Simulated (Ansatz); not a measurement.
Basis-set extrapolation for CH$_{2}$Cl$_{3}$Si (`[CH2][Si](Cl)(Cl)Cl`) radical (PBE0-D4/def2-TZVP geometry, frozen core, the Gaussian-basis code of Ansatz). Multiplicity 2, UHF reference.

```tsv
	def2-TZVPP	def2-QZVPP
HF	-1706.663837	-1706.712751
MP2 correlation	-0.816639	-0.895896
CCSD(T) correlation	-0.917479	not run
```

Energies in hartree. Use E(X) = E(∞) + A·exp(−7.88·√X) for Hartree–Fock and E(X) = E(∞) + B·X^(−2.97) for correlation, with X = 3 and 4, and add CCSD(T) minus MP2 of the smaller set to the MP2 limit.

What is the CCSD(T) energy at the basis-set limit?

HF limit: -1706.712751 + (-0.048914) × 0.13774 = -1706.71949. MP2 limit: -0.895896 + (-0.079257) × 0.74074 = -0.95460. Higher-order term: -0.917479 − (-0.816639) = -0.10084. Total: -1707.77493 hartree, 121.5 kcal/mol below CCSD(T)/def2-TZVPP.
